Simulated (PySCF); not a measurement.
Sr (SMILES [Sr]), singlet (core potentials on Sr).

The PySCF input:
```python
from pyscf import gto, scf, dft

mol = gto.M(
    atom='''
Sr    0.00000000    0.00000000    0.00000000
''',
    basis='def2-svp',
    ecp={'Sr': 'def2-svp'},
    verbose=4,
)

mf = dft.RKS(mol)
mf.xc = 'pbe0'
mf.kernel()
```

Q: What does this run give for the HOMO energy, dipole moment, number of basis functions, total energy, HOMO-LUMO gap?

A: 
| Property | Result |
|---|---|
| HOMO energy | -4.04 eV |
| dipole moment | 0.00 D |
| number of basis functions | 23 |
| total energy | -30.6676 Eh |
| HOMO-LUMO gap | 3.23 eV |
